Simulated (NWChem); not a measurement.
Molecule: SnNH₄Br; SMILES [SnH2]([NH2])[Br]

```xyz
7

Sn     0.3121     0.8478     0.0435
N     -1.4043     1.9132     0.2084
Br    -0.1252    -1.6142    -0.2709
H      1.1246     1.3711    -1.3618
H      1.1680     0.9964     1.5112
H     -1.9732     1.6518     1.0118
H     -1.9977     1.8645    -0.6180
```
Atoms are numbered in this order, from 1.

Level: PBE0/def2-SVP with def2 effective core potentials on Sn (NWChem), optimised geometry, unscaled harmonic frequencies. This build's default masses of Se (78.918 u) and Br (79.917 u) are each other's, which moves their modes by up to 0.6 %. def2 effective core potentials on Sn; no spin-orbit coupling.

```tsv
frequency (cm⁻¹)	IR intensity (km/mol)
131	6.8
199	34.6
250	28.5
381	29.7
537	2.7
543	172.8
615	74.1
671	182.8
688	52.8
864	27.9
1543	13.2
1963	82.8
1976	149.3
3556	22.3
3657	23.8
```

```json
{
 "zero_point_energy": "25.1 kcal/mol",
 "thermal correction to the enthalpy at 298.15 K (with zero-point energy)": "29.3 kcal/mol",
 "heat capacity Cv": "18.7 cal/(mol K)",
 "entropy at 298.15 K and 1 atm (symmetry number 1)": "79.7 cal/(mol K)"
}
```

Rigid rotor and harmonic oscillator.
